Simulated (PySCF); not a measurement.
HO3W, charge +1, multiplicity 1. Atoms are numbered in the order given.

```xyz
5

W      0.0541     0.1776     0.0000
O      0.7418    -0.6064    -1.3104
O      0.7418    -0.6064     1.3104
O     -1.6927    -0.3009     0.0000
H     -2.3319    -1.0341     0.0000
```
Charge +1, spin multiplicity 1.

The structure is a stationary point at PBE0-D3(BJ)/def2-SVP. The multiplicity is an assumed one; other spin states were not compared. The isomer is the one that the SMILES or the coordinates give; other isomers of the formula were not compared. The def2 effective core potentials stand for the cores of W; spin–orbit coupling is left out. Other conformers were not sampled.

Calculation: TDA-M06-2X/def2-SVPD run with PySCF 2.14.0.

Vertical excitations. The molecule is in vacuum. State labels are in the subgroup Cs.

```json
[
 {"state": "S1", "symmetry": "A\"", "energy (eV)": "3.36", "λ (nm)": "369", "f": "0.001", "main pairs": "HOMO→LUMO 95 %"},
 {"state": "S2", "symmetry": "A\"", "energy (eV)": "4.34", "λ (nm)": "286", "f": "0.008", "main pairs": "HOMO−1→LUMO 91 %"},
 {"state": "S3", "symmetry": "A'", "energy (eV)": "4.48", "λ (nm)": "277", "f": "0.006", "main pairs": "HOMO−2→LUMO 83 %"},
 {"state": "S4", "symmetry": "A'", "energy (eV)": "4.89", "λ (nm)": "254", "f": "0.001", "main pairs": "HOMO→LUMO+2 69 %, HOMO−3→LUMO 20 %"},
 {"state": "S5", "symmetry": "A'", "energy (eV)": "5.10", "λ (nm)": "243", "f": "0.012", "main pairs": "HOMO−3→LUMO 69 %, HOMO→LUMO+2 17 %"},
 {"state": "S6", "symmetry": "A\"", "energy (eV)": "5.27", "λ (nm)": "235", "f": "0.003", "main pairs": "HOMO→LUMO+1 77 %"},
 {"state": "S7", "symmetry": "A\"", "energy (eV)": "5.64", "λ (nm)": "220", "f": "0.000", "main pairs": "HOMO−1→LUMO+1 69 %, HOMO−2→LUMO+2 14 %"},
 {"state": "S8", "symmetry": "A\"", "energy (eV)": "5.87", "λ (nm)": "211", "f": "0.015", "main pairs": "HOMO−4→LUMO 61 %, HOMO−1→LUMO+1 13 %, HOMO−2→LUMO+2 12 %"},
 {"state": "S9", "symmetry": "A'", "energy (eV)": "6.00", "λ (nm)": "207", "f": "0.015", "main pairs": "HOMO−2→LUMO+1 52 %, HOMO−1→LUMO+2 31 %, HOMO−3→LUMO+1 8 %"},
 {"state": "S10", "symmetry": "A'", "energy (eV)": "6.38", "λ (nm)": "194", "f": "0.009", "main pairs": "HOMO−5→LUMO 50 %, HOMO−3→LUMO+1 28 %, HOMO−1→LUMO+2 8 %"},
 {"state": "T1", "symmetry": "A\"", "energy (eV)": "3.15", "λ (nm)": "393", "f": "0", "main pairs": "HOMO→LUMO 92 %"},
 {"state": "T2", "symmetry": "A\"", "energy (eV)": "3.89", "λ (nm)": "319", "f": "0", "main pairs": "HOMO−1→LUMO 84 %"},
 {"state": "T3", "symmetry": "A'", "energy (eV)": "4.04", "λ (nm)": "307", "f": "0", "main pairs": "HOMO−2→LUMO 61 %, HOMO−3→LUMO 20 %"},
 {"state": "T4", "symmetry": "A'", "energy (eV)": "4.16", "λ (nm)": "298", "f": "0", "main pairs": "HOMO−3→LUMO 62 %, HOMO−2→LUMO 24 %"}
]
```
Triplets are in the Tamm–Dancoff approximation.
